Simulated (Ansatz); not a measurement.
A short molecular-dynamics run on `C[B-]1(Cl)OC(C(F)(F)F)=CC(C(F)(F)F)=[O+]1`.

```yaml
crystal:
  periodic: [false, false, false]
  atoms:
    - {symbol: C, position_ang: [-0.827598, -0.467063, 2.709224]}
    - {symbol: B, position_ang: [0.130351, -0.060666, 1.534177]}
    - {symbol: Cl, position_ang: [1.821009, 0.478707, 2.009126]}
    - {symbol: O, position_ang: [-0.468922, 1.086550, 0.711101]}
    - {symbol: C, position_ang: [-0.215410, 1.202313, -0.521816]}
    - {symbol: C, position_ang: [-0.689476, 2.522167, -1.130603]}
    - {symbol: F, position_ang: [-0.361894, 2.599617, -2.417736]}
    - {symbol: F, position_ang: [-2.011064, 2.617075, -1.026120]}
    - {symbol: F, position_ang: [-0.136297, 3.543072, -0.491731]}
    - {symbol: C, position_ang: [0.376734, 0.220278, -1.296169]}
    - {symbol: C, position_ang: [0.532648, -1.006796, -0.675978]}
    - {symbol: C, position_ang: [0.928232, -2.255712, -1.464079]}
    - {symbol: F, position_ang: [2.011830, -2.804557, -0.934028]}
    - {symbol: F, position_ang: [1.182405, -1.957773, -2.735554]}
    - {symbol: F, position_ang: [-0.061486, -3.142166, -1.429174]}
    - {symbol: O, position_ang: [0.313109, -1.222814, 0.549944]}
    - {symbol: H, position_ang: [-0.405807, -1.296314, 3.281095]}
    - {symbol: H, position_ang: [-1.811696, -0.774781, 2.342909]}
    - {symbol: H, position_ang: [-0.969778, 0.368986, 3.397272]}
    - {symbol: H, position_ang: [0.571209, 0.359378, -2.345759]}
basis:
  gaussian: {orbitals: def2-SVP}
hamiltonian: {xc: {name: BLYP}}
md: {timestep: 2 fs, n_steps: 20, ensemble: nve, temperature: 300, initial_velocities: maxwell_boltzmann, seed: 216}
```

```sh
$ ansatz run in.yaml --threads 11 --pin off --events-out ev --progress --plain --max-ram 174080MiB --backend cuda --devices 0, --max-vram 75GiB
```

| step | time (fs) | potential energy (eV) | kinetic (eV) | T (K) | conserved (eV) |
| --- | --- | --- | --- | --- | --- |
| 0 | 0.0 | -39854.4972 | 0.6980 | 300 | -39853.7992 |
| 1 | 2.0 | -39854.3935 | 0.6097 | 262 | -39853.7837 |
| 2 | 4.0 | -39854.2294 | 0.4630 | 199 | -39853.7664 |
| 3 | 6.0 | -39854.2407 | 0.4531 | 195 | -39853.7876 |
| 4 | 8.0 | -39854.1787 | 0.4084 | 176 | -39853.7703 |
| 5 | 10.0 | -39854.2448 | 0.4579 | 197 | -39853.7869 |
| 6 | 12.0 | -39854.2981 | 0.5092 | 219 | -39853.7890 |
| 7 | 14.0 | -39854.2468 | 0.4760 | 205 | -39853.7709 |
| 8 | 16.0 | -39854.3296 | 0.5451 | 234 | -39853.7844 |
| 9 | 18.0 | -39854.3627 | 0.5745 | 247 | -39853.7883 |
| 10 | 20.0 | -39854.3499 | 0.5724 | 246 | -39853.7775 |
| 11 | 22.0 | -39854.3775 | 0.5846 | 251 | -39853.7928 |
| 12 | 24.0 | -39854.2446 | 0.4708 | 202 | -39853.7738 |
| 13 | 26.0 | -39854.2018 | 0.4263 | 183 | -39853.7755 |
| 14 | 28.0 | -39854.2197 | 0.4308 | 185 | -39853.7889 |
| 15 | 30.0 | -39854.1889 | 0.4198 | 180 | -39853.7691 |
| 16 | 32.0 | -39854.2714 | 0.4836 | 208 | -39853.7878 |
| 17 | 34.0 | -39854.2571 | 0.4777 | 205 | -39853.7794 |
| 18 | 36.0 | -39854.2489 | 0.4757 | 204 | -39853.7731 |
| 19 | 38.0 | -39854.3168 | 0.5303 | 228 | -39853.7864 |
| 20 | 40.0 | -39854.3165 | 0.5407 | 232 | -39853.7758 |

Velocities are drawn at the set temperature; a run this short doesn't reach equilibrium.

Frames (Å, forces in eV/Å):

```xyz
20
time=0.0 fs
C    -0.828   -0.467    2.709    0.058    0.028   -0.120
B     0.130   -0.061    1.534   -0.065   -0.042    0.283
Cl    1.821    0.479    2.009    0.527    0.165    0.186
O    -0.469    1.087    0.711   -0.378    0.070    1.226
C    -0.215    1.202   -0.522   -0.098    0.698   -0.839
C    -0.689    2.522   -1.131    0.177   -0.498    0.195
F    -0.362    2.600   -2.418    0.326    0.055   -1.233
F    -2.011    2.617   -1.026   -1.216    0.066    0.118
F    -0.136    3.543   -0.492    0.527    0.944    0.624
C     0.377    0.220   -1.296    0.166    0.077   -0.304
C     0.533   -1.007   -0.676    0.309   -0.504   -0.923
C     0.928   -2.256   -1.464   -0.152    0.474    0.263
F     2.012   -2.805   -0.934    1.015   -0.502    0.524
F     1.182   -1.958   -2.736    0.242    0.308   -1.215
F    -0.061   -3.142   -1.429   -0.923   -0.802    0.057
O     0.313   -1.223    0.550   -0.207   -0.436    1.191
H    -0.406   -1.296    3.281    0.191   -0.425    0.305
H    -1.812   -0.775    2.343   -0.508   -0.161   -0.154
H    -0.970    0.369    3.397   -0.092    0.411    0.364
H     0.571    0.359   -2.346    0.102    0.073   -0.550
20
time=4.0 fs
C    -0.834   -0.470    2.694    0.349   -0.309    1.764
B     0.142   -0.053    1.529   -0.601   -0.427    0.329
Cl    1.827    0.478    2.013    0.450    0.183    0.136
O    -0.492    1.095    0.721    0.142    0.256   -0.096
C    -0.210    1.223   -0.529    0.393   -0.872    0.924
C    -0.669    2.511   -1.124   -0.828    0.506   -0.447
F    -0.354    2.605   -2.412    0.517   -0.075   -1.324
F    -2.007    2.598   -1.039   -0.920   -0.110    0.204
F    -0.157    3.556   -0.497    0.697    0.880    0.798
C     0.424    0.211   -1.263   -0.953    2.389   -2.418
C     0.503   -1.000   -0.680    1.102   -2.536    0.523
C     0.936   -2.258   -1.462   -1.390    0.436   -0.135
F     2.013   -2.805   -0.955    1.246   -0.567    0.784
F     1.179   -1.947   -2.738    0.152    0.191   -1.052
F    -0.073   -3.163   -1.430   -0.207   -0.232    0.017
O     0.309   -1.229    0.560   -0.145   -0.127    0.518
H    -0.312   -1.293    3.366   -1.185    1.067   -1.155
H    -1.900   -0.713    2.388    0.853   -0.194    0.198
H    -0.906    0.431    3.370   -0.096   -0.428   -0.168
H     0.456    0.319   -2.370    0.423   -0.034    0.599
20
time=8.0 fs
C    -0.837   -0.474    2.698   -0.161    2.739   -0.516
B     0.145   -0.051    1.528   -0.950   -0.407    0.464
Cl    1.836    0.479    2.017    0.278    0.126    0.057
O    -0.514    1.106    0.731    0.632    0.033   -0.716
C    -0.199    1.233   -0.526    0.439   -1.181    1.505
C    -0.659    2.507   -1.122   -1.200    1.247   -0.741
F    -0.342    2.610   -2.416    0.493   -0.143   -0.966
F    -2.010    2.578   -1.050   -0.500   -0.159    0.194
F    -0.172    3.577   -0.496    0.540    0.451    0.603
C     0.459    0.229   -1.257   -1.382    0.794   -0.628
C     0.487   -1.022   -0.679    1.168   -0.809    0.861
C     0.928   -2.256   -1.462   -1.148   -0.507   -0.564
F     2.024   -2.810   -0.970    0.631   -0.247    0.601
F     1.178   -1.935   -2.748   -0.110    0.051   -0.431
F    -0.085   -3.185   -1.430    0.347    0.271   -0.070
O     0.304   -1.238    0.576   -0.033   -0.098   -0.318
H    -0.366   -1.171    3.315    0.711   -2.025    1.337
H    -1.885   -0.684    2.454   -0.152   -0.416   -0.244
H    -0.859    0.445    3.329   -0.236   -0.001    0.149
H     0.404    0.279   -2.335    0.635    0.283   -0.577
20
time=12.0 fs
C    -0.837   -0.452    2.703    0.880   -0.554    1.450
B     0.135   -0.055    1.534   -0.560   -0.188    0.370
Cl    1.846    0.480    2.022   -0.024    0.033   -0.046
O    -0.530    1.117    0.735    0.848   -0.495   -0.190
C    -0.184    1.230   -0.505   -0.018    0.108    0.255
C    -0.664    2.518   -1.130   -0.651    0.800   -0.344
F    -0.326    2.614   -2.428    0.272   -0.068   -0.433
F    -2.018    2.556   -1.060   -0.209   -0.009    0.078
F    -0.183    3.601   -0.490    0.182    0.003    0.190
C     0.477    0.256   -1.260   -1.103   -1.703   -0.123
C     0.486   -1.054   -0.667    0.936    1.811    0.138
C     0.905   -2.260   -1.469    0.035   -1.303   -0.638
F     2.040   -2.818   -0.980   -0.329    0.132    0.195
F     1.175   -1.922   -2.763   -0.431   -0.148    0.212
F    -0.095   -3.206   -1.431    0.590    0.510   -0.209
O     0.298   -1.247    0.588   -0.038   -0.225   -0.535
H    -0.374   -1.256    3.383   -0.529    0.696   -0.760
H    -1.885   -0.714    2.487   -0.080   -0.121   -0.335
H    -0.847    0.460    3.314   -0.296    0.295    0.539
H     0.447    0.279   -2.360    0.525    0.426    0.184
20
time=16.0 fs
C    -0.829   -0.432    2.723   -0.736   -0.474    1.682
B     0.117   -0.061    1.545    0.114    0.132    0.239
Cl    1.855    0.481    2.026   -0.300   -0.053   -0.130
O    -0.538    1.123    0.737    0.792   -0.868    0.524
C    -0.168    1.228   -0.481   -0.296    1.048   -1.321
C    -0.677    2.538   -1.141    0.248   -0.064    0.223
F    -0.307    2.617   -2.444   -0.041    0.088    0.100
F    -2.027    2.535   -1.069   -0.039    0.246   -0.086
F    -0.192    3.625   -0.482   -0.211   -0.301   -0.249
C     0.481    0.263   -1.265   -0.677   -2.153    0.503
C     0.497   -1.065   -0.654    0.692    2.181   -0.791
C     0.883   -2.280   -1.483    1.009   -0.730   -0.160
F     2.053   -2.824   -0.988   -0.966    0.220   -0.143
F     1.168   -1.911   -2.775   -0.647   -0.427    0.534
F    -0.101   -3.222   -1.433    0.573    0.436   -0.351
O     0.292   -1.258    0.596   -0.158   -0.081   -0.359
H    -0.433   -1.282    3.376   -0.116    0.823   -0.529
H    -1.890   -0.759    2.471    0.754    0.463   -0.101
H    -0.878    0.501    3.366   -0.213   -0.717   -0.164
H     0.567    0.341   -2.367    0.218    0.230    0.578
20
time=20.0 fs
C    -0.830   -0.415    2.761   -0.458    0.913   -0.787
B     0.101   -0.065    1.560    0.624    0.306    0.304
Cl    1.863    0.482    2.030   -0.453   -0.098   -0.174
O    -0.539    1.121    0.743    0.724   -0.748    0.245
C    -0.156    1.238   -0.473   -0.404    0.710   -1.368
C    -0.687    2.558   -1.150    0.818   -0.602    0.459
F    -0.289    2.621   -2.459   -0.318    0.219    0.573
F    -2.036    2.516   -1.079    0.192    0.461   -0.214
F    -0.203    3.646   -0.477   -0.498   -0.495   -0.572
C     0.477    0.244   -1.262   -0.452   -0.546    1.390
C     0.516   -1.050   -0.650    0.329    0.404   -0.798
C     0.873   -2.309   -1.500    1.426    0.755    0.503
F     2.058   -2.828   -0.998   -1.122    0.044   -0.324
F     1.157   -1.903   -2.784   -0.667   -0.706    0.496
F    -0.102   -3.235   -1.438    0.441    0.229   -0.414
O     0.284   -1.270    0.600   -0.240    0.378   -0.429
H    -0.489   -1.234    3.324    1.043   -1.482    1.274
H    -1.812   -0.745    2.432   -0.893    0.060   -0.385
H    -0.943    0.457    3.408   -0.122    0.327    0.386
H     0.724    0.439   -2.303    0.030   -0.129   -0.164
20
time=24.0 fs
C    -0.837   -0.393    2.794   -0.338   -2.010    0.628
B     0.093   -0.065    1.579    0.977    0.403    0.213
Cl    1.870    0.482    2.033   -0.491   -0.122   -0.176
O    -0.532    1.112    0.752    0.674   -0.207   -0.647
C    -0.149    1.256   -0.481   -0.551   -0.306   -0.044
C    -0.686    2.571   -1.154    0.752   -0.686    0.298
F    -0.274    2.627   -2.469   -0.469    0.278    0.928
F    -2.044    2.500   -1.090    0.556    0.561   -0.262
F    -0.218    3.664   -0.476   -0.596   -0.614   -0.706
C     0.467    0.219   -1.245    0.323    2.110   -0.332
C     0.540   -1.029   -0.655   -0.204   -1.923    0.424
C     0.881   -2.328   -1.510    1.089    1.722    0.778
F     2.055   -2.833   -1.010   -0.796   -0.225   -0.315
F     1.140   -1.901   -2.788   -0.495   -0.836    0.274
F    -0.099   -3.246   -1.447    0.461    0.254   -0.352
O     0.274   -1.278    0.600   -0.178    0.730   -0.611
H    -0.432   -1.320    3.402   -0.609    1.492   -0.876
H    -1.826   -0.713    2.351    0.266    0.113    0.462
H    -1.024    0.445    3.497    0.154   -0.067   -0.138
H     0.878    0.511   -2.241   -0.525   -0.667    0.454
20
time=28.0 fs
C    -0.848   -0.393    2.832   -0.931    0.672   -0.970
B     0.099   -0.060    1.601    0.689    0.492    0.196
Cl    1.874    0.482    2.036   -0.449   -0.163   -0.141
O    -0.519    1.101    0.754    0.454    0.257   -0.900
C    -0.149    1.271   -0.490   -0.432   -1.037    0.867
C    -0.677    2.575   -1.154    0.217   -0.481   -0.001
F    -0.262    2.635   -2.472   -0.453    0.231    1.077
F    -2.047    2.489   -1.104    0.859    0.556   -0.245
F    -0.238    3.677   -0.480   -0.501   -0.624   -0.643
C     0.460    0.219   -1.229    0.368    1.932    0.267
C     0.561   -1.032   -0.655   -0.736   -1.826    1.043
C     0.902   -2.326   -1.511   -0.025    1.468    0.560
F     2.046   -2.839   -1.024   -0.037   -0.463   -0.118
F     1.120   -1.906   -2.790   -0.212   -0.665    0.079
F    -0.093   -3.255   -1.459    0.656    0.578   -0.188
O     0.262   -1.279    0.594   -0.022    0.571   -0.391
H    -0.443   -1.231    3.381    0.131   -0.833    0.509
H    -1.820   -0.669    2.331    0.187   -0.170    0.614
H    -1.083    0.429    3.568    0.395   -0.272   -0.611
H     0.964    0.495   -2.138   -0.157   -0.223   -1.004
20
time=32.0 fs
C    -0.867   -0.388    2.859    1.321   -0.758   -1.189
B     0.115   -0.047    1.626    0.123    0.394    0.090
Cl    1.876    0.481    2.037   -0.376   -0.189   -0.072
O    -0.502    1.092    0.749    0.023    0.399   -0.053
C    -0.155    1.274   -0.489   -0.028   -0.830    0.553
C    -0.665    2.573   -1.154   -0.384   -0.274   -0.164
F    -0.254    2.644   -2.466   -0.311    0.122    0.951
F    -2.044    2.482   -1.119    0.892    0.469   -0.197
F    -0.262    3.685   -0.490   -0.275   -0.513   -0.420
C     0.459    0.242   -1.212    1.490   -0.126   -0.868
C     0.572   -1.056   -0.644   -1.047    0.668    0.387
C     0.923   -2.306   -1.505   -1.132    0.281    0.011
F     2.036   -2.848   -1.040    0.757   -0.517    0.137
F     1.097   -1.915   -2.792    0.078   -0.263   -0.001
F    -0.081   -3.259   -1.471    0.696    0.886    0.047
O     0.251   -1.275    0.585    0.060   -0.025    0.464
H    -0.442   -1.243    3.421   -0.215   -0.112    0.003
H    -1.804   -0.655    2.391   -1.021   -0.574   -0.132
H    -1.088    0.393    3.567    0.127    0.987    0.491
H     1.010    0.437   -2.152   -0.779   -0.025   -0.038
20
time=36.0 fs
C    -0.877   -0.388    2.870   -0.015   -1.039    0.185
B     0.132   -0.029    1.652   -0.506    0.052   -0.253
Cl    1.877    0.479    2.039   -0.264   -0.171    0.040
O    -0.485    1.087    0.743   -0.356    0.352    1.134
C    -0.161    1.266   -0.481    0.512   -0.299   -0.457
C    -0.657    2.567   -1.155   -0.748   -0.185   -0.048
F    -0.249    2.655   -2.452   -0.072   -0.037    0.512
F    -2.033    2.479   -1.136    0.564    0.318   -0.151
F    -0.288    3.688   -0.503   -0.002   -0.325   -0.091
C     0.477    0.264   -1.205    1.274   -1.819   -0.608
C     0.571   -1.071   -0.627   -0.820    2.472   -0.612
C     0.930   -2.282   -1.498   -1.358   -1.039   -0.396
F     2.032   -2.862   -1.054    0.981   -0.218    0.242
F     1.075   -1.927   -2.793    0.299    0.217   -0.055
F    -0.063   -3.256   -1.484    0.384    0.914    0.300
O     0.239   -1.272    0.580    0.051   -0.448    1.337
H    -0.460   -1.294    3.478   -0.558    1.230   -0.749
H    -1.895   -0.710    2.454    0.871    0.284    0.408
H    -1.064    0.462    3.604    0.308   -0.587   -0.666
H     0.950    0.379   -2.189   -0.546    0.328   -0.074
20
time=40.0 fs
C    -0.884   -0.398    2.881    0.015    1.623   -1.585
B     0.142   -0.011    1.674   -0.991   -0.497   -0.490
Cl    1.876    0.477    2.040   -0.125   -0.113    0.159
O    -0.470    1.086    0.748   -0.395    0.429    1.230
C    -0.160    1.254   -0.479    0.832   -0.124   -0.669
C    -0.659    2.559   -1.157   -0.649   -0.134    0.186
F    -0.244    2.666   -2.435    0.189   -0.204   -0.136
F    -2.018    2.479   -1.155   -0.105    0.106   -0.102
F    -0.314    3.689   -0.517    0.238   -0.160    0.286
C     0.509    0.264   -1.204    0.161   -1.356   -0.062
C     0.560   -1.058   -0.617   -0.277    1.738   -0.796
C     0.920   -2.271   -1.496   -0.702   -1.419   -0.359
F     2.036   -2.877   -1.067    0.608    0.305    0.196
F     1.056   -1.937   -2.795    0.436    0.567   -0.184
F    -0.043   -3.246   -1.494   -0.262    0.535    0.532
O     0.228   -1.272    0.588    0.183   -0.227    1.129
H    -0.540   -1.207    3.453    1.094   -1.617    1.281
H    -1.888   -0.733    2.562   -0.162    0.287   -0.384
H    -1.001    0.470    3.562   -0.046    0.006   -0.010
H     0.809    0.368   -2.244   -0.043    0.256   -0.222
```

Run time 25 s (11 threads of an AMD EPYC 7R13 on a shared host and a whole NVIDIA H100 80 GB); peak host memory 1.6 GiB.
